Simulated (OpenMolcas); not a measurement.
**Computed transition rates of F2+**

* Program: OpenMolcas 26.06
* Method: SS-CASPT2, IPEA 0.25 Eh, imaginary shift 0.1 Eh (closed shells correlated: 1s)
* Basis: ANO-RCC-VQZP [5s4p3d2f1g]
* Scalar Hamiltonian: DKH2, point nucleus
* Active space: 5 electrons in 4 orbitals (2s 2p)
* State averaging: 2S+1 = 4 odd, 1 root; 2S+1 = 2 odd, 8 roots; 2S+1 = 4 even, 3 roots; 2S+1 = 2 even, 9 roots
* Spin-orbit coupling: RASSI with atomic mean-field integrals over the reference wave functions, term energies averaged over their components

Rates come from the transition moments of the reference wave functions (E1 and E2 in the length form). At fixed line strength A goes as λ^-3 for E1 and M1 and as λ^-5 for E2, so a rate at the computed wavelength can be rescaled to the measured one. Measured vacuum wavelengths follow from level energies in Moore, Atomic Energy Levels, vol. I, NSRDS-NBS 35 (1971 reprint of NBS Circular 467, 1949). Branching counts decays inside the model space alone, at computed energies, and the table is only a selection of the E1 lines, drawn from those between levels with measured partners whose computed energy lies within a factor of 1.5 of the measured one.

| Upper | Lower | Type | λ computed (nm) | λ measured (nm) | A computed (s-1) | A rescaled (s-1) | Branching % |
| --- | --- | --- | --- | --- | --- | --- | --- |
| 2s 2p⁴ ⁴P_1/2 | 2s² 2p³ ⁴S°_3/2 | E1 | 65.47 | 65.61 | 1.92e+09 | 1.91e+09 | 100.0 |
| 2s 2p⁴ ⁴P_3/2 | 2s² 2p³ ⁴S°_3/2 | E1 | 65.55 | 65.69 | 1.91e+09 | 1.90e+09 | 100.0 |
| 2s 2p⁴ ⁴P_5/2 | 2s² 2p³ ⁴S°_3/2 | E1 | 65.68 | 65.83 | 1.90e+09 | 1.89e+09 | 100.0 |

The largest correction is for 2s 2p⁴ ⁴P_5/2 → 2s² 2p³ ⁴S°_3/2 (E1): 1.90e+09 × (65.68 / 65.83)^3 = 1.89e+09 s-1, a factor of 0.99.

The computed rate and branching of 2s 2p⁴ ⁴P_1/2 → 2s² 2p³ ⁴S°_3/2 give the upper level a radiative lifetime of 1.000 / 1.92e+09 s-1 = 5.21e-10 s, counting decays inside the model space alone. The rescaled rate gives about 5.2e-10 s.

No measured rate stands beside these. Rescaling mends the energy factor alone: line strengths can still be far off where a level mixes with configurations outside the active space, and weak or spin-changing lines hang on small mixing coefficients that depend on the term gaps too, so rescaling need not improve them.

Computed and measured levels are paired by configuration, term and J; levels that our copy of the source lacks, or whose pairing is in doubt (as where it misses far off the trend of its configuration), stay unpaired. Only configurations of the active space appear.

° marks odd parity.
